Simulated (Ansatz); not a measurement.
C4H6ClN2Pd (SMILES CC#[N]->[Pd+]([Cl])<-[N]#CC), charge +1, singlet, at a GFN2-xTB geometry (such geometries of metal compounds can be far from the true shape) (the multiplicity is a formal guess) (all electrons, no relativity). Base run: HF/3-21G (Ansatz, a first-principles code).

Geometry (Å):
```xyz
14

Pd    -0.3564     0.0199     0.1256
Cl     1.7016    -0.0886    -0.5953
C      0.9124    -2.4176     3.6495
C      0.4706    -1.6445     2.5511
N      0.1005    -1.0148     1.6595
H      1.3581    -1.7668     4.4036
H      1.6615    -3.1351     3.3101
H      0.0740    -2.9578     4.0918
C     -1.3351     2.4335    -3.5056
C     -1.0668     1.6740    -2.3435
N     -0.8590     1.0554    -1.3934
H     -0.6030     2.1860    -4.2763
H     -1.2663     3.4983    -3.2772
H     -2.3359     2.2101    -3.8782
```
Charge +1, spin multiplicity 1.
All else is at Ansatz's defaults.
Base energy -5634.63217 Eh.

The base run was repeated with changes; each row names its change, and settings that it needs were set with it.

```csv
change,ΔE vs base (mEh)
base,0.000
lower_state_search = full,0.000
lower_state_search = off,0.000
"point_charge = charge:1.0 position_ang:6.2335, 1.2442, 4.7919",59.191
"point_charge = charge:0.5 position_ang:5.0078, 6.159, 0.5909",27.173
nuclear_model = gaussian,[?]
forces = on,0.000
lower_state_search = light,0.000
accuracy = high,-0.040
```

### Question
Fill in the missing entries.

### Answer

- nuclear_model = gaussian, ΔE vs base (mEh): 36.193
